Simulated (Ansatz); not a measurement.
System: sum formula MnOBrH (charge 0, sextet). The spin state was set by rule; other spins were not relaxed. SMILES: [OH][Mn][Br]
Geometry from a B3LYP-D3(BJ)/def2-TZVP (Ansatz, an electronic-structure program) optimisation:
```xyz
4

Mn     0.1434    -0.7152     0.6016
Br    -0.2248     1.0628    -0.8910
O      0.5324    -2.0861     1.7267
H      0.0260    -2.6280     2.3322
```
Charge 0, spin multiplicity 6.

Quantity: atomisation energy (electronic, to ground-state atoms), in kcal/mol. Correlated levels leave the core frozen unless marked. Open shells are spin-unrestricted. Spin-orbit coupling is left out. Frozen are the shells of the preceding noble gas and the d and f shells that filled before the atom's block. Non-relativistic. The coupled-cluster limit lacks core correlation, which all-electron functionals hold. Basis-set limits of correlation are two-point, X^-3; Hartree-Fock from the larger set. The bracket is a focal-point correction in the basis named.

| level | program | atomisation energy (kcal/mol) |
|---|---|---|
| PBE-D4/def2-TZVPD | Ansatz + dftd4 | 300.0 |

### Question
What does RI-MP2/CBS(def2-TZVPPD,def2-QZVPPD)+[CCSD(T)-MP2]/def2-TZVPPD (Ansatz) give?

### Answer
282.3 kcal/mol, so PBE-D4/def2-TZVPD differs from it by 17.7 kcal/mol.
